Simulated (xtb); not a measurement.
Sb(H)2(TeH) (H3SbTe), SMILES [SbH2][TeH]. All values are semi-empirical tight-binding results from xtb (GFN2-xTB unless named), good for trends rather than for accurate numbers. Geometry optimised at GFN2-xTB.

Optimised geometry:

```xyz
5

Sb    -0.5598    -0.7746     0.9591
H     -0.2410    -2.1666     0.0408
H     -2.0719    -0.7239     0.1828
Te     0.5702     0.7811    -0.9486
H      1.2124     1.7788     0.1879
```

For metal compounds this method's bond lengths and energies can be far off.

```
Property                                      Result
-------------------------------------  -------------
orbital gap                                  3.83 eV
zero-point energy                      11.3 kcal/mol
G − E(el) at 298.15 K (modified RRHO)  -7.7 kcal/mol
```

Computed atomic charges and the Wiberg bond orders between heavy atoms:
charges (e) Sb1 0.26, H2 -0.13, H3 -0.13, Te4 -0.01, H5 0.00. Bond orders Sb1–Te4 1.05.
